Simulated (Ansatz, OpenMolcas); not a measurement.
Ansatz → OpenMolcas

This Ansatz 0.2.0 job computes SnHCl3O (SMILES [OH][Sn]([Cl])([Cl])[Cl]):

run.yaml:
```yaml
crystal:
  periodic: [false, false, false]
  atoms:
    - {symbol: O, position_ang: [-0.674300, 0.477500, 1.363600]}
    - {symbol: Sn, position_ang: [0.251900, -0.201000, -0.189900]}
    - {symbol: Cl, position_ang: [1.931200, -1.529700, 0.595300]}
    - {symbol: Cl, position_ang: [-1.175400, -1.411300, -1.519500]}
    - {symbol: Cl, position_ang: [1.105000, 1.525900, -1.439200]}
    - {symbol: H, position_ang: [-1.396100, 1.074500, 1.143600]}
basis:
  gaussian:
    orbitals: def2-SVP
correlation:
  method: mp2
  frozen_orbitals: {Cl: 5, H: 0, O: 1, Sn: 4}
accuracy: high
```

```bash
$ ansatz run run.yaml --threads 1 --pin off --max-ram 3480MiB --events-out events.jsonl --progress --plain --runs-dir runs
```

Geometry: relaxed at PBE0-D4/def2-TZVP.

It gives a total energy of -1667.629207 Eh.

Problem. Translate the job to OpenMolcas 26.06 as an input file of the program's own.

Solution. For example:

test.inp:
```
&GATEWAY
BasLib = $CurrDir
BasisSet
O.def2-SVP....
O1 -0.674300 0.477500 1.363600 angstrom
End of Basis
BasisSet
Sn.def2-SVP....
Sn2 0.251900 -0.201000 -0.189900 angstrom
End of Basis
BasisSet
Cl.def2-SVP....
Cl3 1.931200 -1.529700 0.595300 angstrom
Cl4 -1.175400 -1.411300 -1.519500 angstrom
Cl5 1.105000 1.525900 -1.439200 angstrom
End of Basis
BasisSet
H.def2-SVP....
H6 -1.396100 1.074500 1.143600 angstrom
End of Basis
&SEWARD
&SCF
Thresholds = 1e-10 1e-07 1e-07 1e-05
PrOrbitals = 1 1
&MBPT2
Frozen = 20
```

```bash
$ export MOLCAS_MEM=1860
$ pymolcas test.inp > test.log
```

(Basis files named in the input come from the Basis Set Exchange and aren't shown.)

Its energy is -1667.629207 Eh, the same as the first but for the last digit, at most.
